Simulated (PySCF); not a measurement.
# Cr+ (chromium, charge +1) across methods

[Ar] 3d5, high-spin 6S determinant. Calculation: PySCF 2.14, in aug-cc-pVDZ-DK (7s6p4d2f, 59 functions); scalar relativity by spin-free X2C-1e.

| method | E (hartree) | mean ε 3p α (eV) | mean ε 3p β (eV) | mean ε 3d α (eV) | Σ⟨r²⟩ (bohr²) | ⟨S²⟩ |
| --- | --- | --- | --- | --- | --- | --- |
| BHandHLYP | -1050.498 | -61.405 | -53.823 | -14.137 | 21.33 | 8.750 |
| BP86 | -1050.662 | -53.410 | -49.091 | -10.800 | 22.11 | 8.750 |
| wB97M-V | -1050.428 | -59.808 | -54.147 | -14.945 | 21.91 | 8.750 |
| PBE0 | -1050.315 | -57.500 | -51.381 | -12.525 | 21.68 | 8.750 |
| PBE | -1050.284 | -53.408 | -48.912 | -10.766 | 22.21 | 8.750 |
| PW91 | -1050.582 | -53.465 | -48.996 | -10.834 | 22.18 | 8.750 |
| LDA | -1048.189 | -53.267 | -48.985 | -10.915 | 22.17 | 8.750 |
| UHF | -1049.43264 | -69.263 | -57.683 | -17.459 | 20.92 | 8.750 |
| r2SCAN | -1050.487 | -55.169 | -49.352 | -10.865 | 21.79 | 8.750 |
